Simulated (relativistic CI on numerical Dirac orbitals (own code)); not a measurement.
Hyperfine structure of Tm²⁺, mass number 171

Method of calculation: Dirac-Coulomb-Breit CI, separate exchange-only KLI orbitals for each configuration, model QED (radiative potential, 1s self-energy scaled to tabulated hydrogen-like ionisation energies), valence Slater integrals scaled by 0.85, P86 correlation energy added to each configuration (own radial code, finite nucleus).

Configuration list (outside the closed core [Kr] 4d10 5s2): 4f¹³5p⁶, 4f¹²5p⁶6s, 4f¹²5p⁶5d, 4f¹²5p⁶6p, 4f¹¹5p⁶5d6s, 4f¹¹5p⁶6s², 4f¹²5p⁶5f, 4f¹²5p⁶7s, 4f¹³5p⁵5d, 4f¹²5p⁶6d, 4f¹¹5p⁶6s6p, 4f¹²5p⁶7p, 4f¹²5p⁶7d, 4f¹²5p⁶6f, 4f¹²5p⁶5g, 4f¹²5p⁶7f. Levels of other configurations are missing.

Nuclear spin I = 1/2, μ = -0.23 μN (tables of Stone and Pyykkö). The electronic factors are computed for point nuclear moments, without core polarisation; leaving it out makes A of s and p electrons in near-neutral atoms 20 to 40 % too small, and it can dominate for d and f shells.

```tsv
Level	E (eV)	A (MHz)
4f¹³5p⁶ ²F°7/2	0.0000	-378.8
4f¹²5p⁶5d ⁴F9/2	0.0816	-406.9
4f¹²5p⁶5d ²K15/2	0.4683	-380.8
4f¹²5p⁶5d ⁴G11/2	0.5078	-385.6
4f¹²5p⁶5d ⁴K17/2	0.5491	-316.7
4f¹²5p⁶5d ⁴F7/2	0.6342	-499.2
4f¹²5p⁶6s ⁴H13/2	0.7435	-961.3
4f¹²5p⁶6s ²H11/2	0.8263	148.3
```

Levels with J = 0, under 50 % of one LS term, or S terms without an open s electron are left out. Small factors come from cancelling terms and can be off by tens of per cent or more.

Correlation outside the listed configurations is missing or only estimated: errors of thousands of cm⁻¹ between configurations and terms are usual at this charge. Rates and lifetimes follow the computed energies and can be off by large factors. The fine structure of a lone outer electron comes out too small, for d and f at times inverted, and misplaced configurations move strength between like terms. 9 of the 66 excited levels that our extract of the measured tables holds in this range could be paired (the sources list more); they are missed by 17195 cm⁻¹ on average and 19951 at most, and levels without a partner can miss by more.

Question: Give the hyperfine levels of 4f¹³5p⁶ ²F°7/2 relative to its centre of gravity.

Answer: With K = F(F + 1) − I(I + 1) − J(J + 1), E = AK/2: F = 3: 852.4, F = 4: -663 MHz.

LS names give the leading component of a level, which can be under half, so a name can repeat, a term be missing and a line seem to break the LS rules.
